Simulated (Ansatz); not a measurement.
Total energies of C$_{2}$H$_{5}$F$_{2}$In (`C[CH2][In]([F])[F]`).

Z-matrix (Å, degrees):
```
C
C 1 1.520
H 1 1.091 2 112.1
H 1 1.091 2 112.1 3 -120.8
H 1 1.094 2 110.2 3 119.6
In 2 2.137 1 114.1 3 60.4
H 2 1.092 1 112.1 3 -59.5
H 2 1.092 1 112.1 3 -179.7
F 6 1.945 2 128.6 1 -179.2
F 6 1.948 2 125.0 1 0.8
```

Charge 0, multiplicity 1. Correlated methods include outer-core shells of In, which these sets cover unevenly. In: def2 effective core potential. Geometry: relaxed with PBE0-D4/def2-TZVP. It is one conformer, not always the lowest. Basis def2-TZVPP, Ansatz 0.2.0.

RPA on PBE orbitals: Hartree–Fock energy of these orbitals -466.83539 Eh, correlation -1.74227 Eh (frozen core).

| functional | energy without D4 (Eh) | D4 term (kJ/mol) |
| --- | --- | --- |
| LDA (SPW92) | -466.88205 | – |
| PBE | -468.92787 | -16.6 |
| revPBE | -469.18472 | -48.5 |
| BLYP | -469.12615 | -36.0 |
| B97M-V | -469.15690 | – |
| PBE0 | -468.93511 | -14.0 |
| r2SCANh | -469.13729 | -4.3 |
| r2SCAN0 | -469.09502 | -4.8 |
| HSE06 (plane-wave form) | -468.92071 | -13.2 |
| CAM-B3LYP | -469.11528 | -14.4 |
| LC-ωPBE | -469.10401 | – |
| ωB97X-V | -469.11584 | – |
| ωB97M-V | -469.07802 | – |
| PBE-QIDH | -468.69814 | – |

(1) Give the same for r2SCAN, B3LYP, BHLYP, B2PLYP. (Estimate.)

B3LYP takes the VWN-RPA correlation (the form of Gaussian; ORCA's B3LYP/G). HSE06 is the plane-wave form, built on full-range PBE exchange. The double hybrids freeze the cores in their second-order part.

Answers

(1) Ansatz gave: 
```csv
functional,energy without D4 (Eh),D4 term (kJ/mol)
r2SCAN,-469.16674,-4.0
B3LYP,-469.29995,-26.8
BHLYP,-469.01947,-21.8
B2PLYP,-468.83344,–
```

LC-ωPBE has ω = 0.4 bohr⁻¹.
